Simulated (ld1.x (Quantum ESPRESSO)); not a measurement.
## Before and after: TM potential for oxygen

* Element: O (Z = 8)
* Generator: ld1.x (Quantum ESPRESSO) 7.5
* Type: norm-conserving Troullier–Martins (Kleinman–Bylander form)
* Functional: LDA (PZ)
* Relativity: scalar-relativistic
* Frozen core: [He]
* Valence charge: 6
* Reference configuration: 2s2 2p2 (charge +2)
* Partial waves: 2s (bound): rc 0.60 bohr; 2p (bound): rc 1.80 bohr
* Local potential: all-electron potential smoothed inside 1.55 bohr (lloc = -1)
* Core correction: a·sin(br)/r model core, default radius (core density twice the valence density)

All-electron outer shells of the reference configuration (LDA (PZ), scalar-relativistic, ld1.x):

| shell | level (eV) | outermost node (bohr) | outermost maximum (bohr) |
| --- | --- | --- | --- |
| 2s | -58.02 | 0.28 | 0.84 |
| 2p | -43.35 | – | 0.74 |

Change: local potential the s channel.

Cutoffs: the cutoffs (Ry, on a coarse ladder) from which the occupation-weighted sum of valence levels, in a spherical-Bessel basis at the reference potential, stays within 10 and 1 mRy of its value at 400 Ry; they do not see the model core or the augmentation charge, which bear on the density cutoff. Errors are all-electron minus pseudo energies relative to the spin-unpolarised reference configuration.

**Question.** How do hardness, ghosts and transferability respond?

**Answer.** The bound ghost in s disappears; of the 9 tests that both files solve, the error grows in 7 and shrinks in 0 by more than 15 % and 0.3 meV (median size 74.3 → 374.0 meV); the range in which the s phases agree widens (upper end -1.2 → at the end of the scan). In the separable form a ghost depends on how the local part lies against the semilocal potential of the channel, so the choice of the local part can create or remove one.

```tsv
quantity	base	changed
cutoff, loose	200 Ry	200 Ry
cutoff, tight	over 300 Ry	over 300 Ry
bound ghosts	s	none
error for 2s2 2p4, meV [ΔE -50.29 eV]	+73	+363
error for 2s2 2p3, meV [ΔE -33.71 eV]	+54	+161
error for 2s2 2p1, meV [ΔE 53.96 eV]	+198	+374
error for 2s1 2p5, meV [ΔE -35.71 eV]	+571	+719
error for 2s2 2p3.5, meV [ΔE -43.93 eV]	+74	+276
error for 2s2 2p4.3, meV [ΔE -52.47 eV]	+62	+395
error for 2s0 2p6, meV [ΔE -21.06 eV]	+1077	+1113
error for 2s2 2p2 (spin-polarised), meV [ΔE -2.23 eV]	+4.5	+5.0
error for 2s2 2p4 (spin-polarised), meV [ΔE -51.70 eV]	+99	+398
s: phases at 1.94 bohr within 0.05 rad from the reference energy up to (Ry; the scan ends near 5)	-1.2	to the end of the scan
p: phases at 1.94 bohr within 0.05 rad from the reference energy up to (Ry; the scan ends near 5)	-0.4	-0.2
```

 A true bound ghost makes a file unfit for plane-wave use even where its test errors are small: the radial tests pick states by their node count and pass the ghost by.
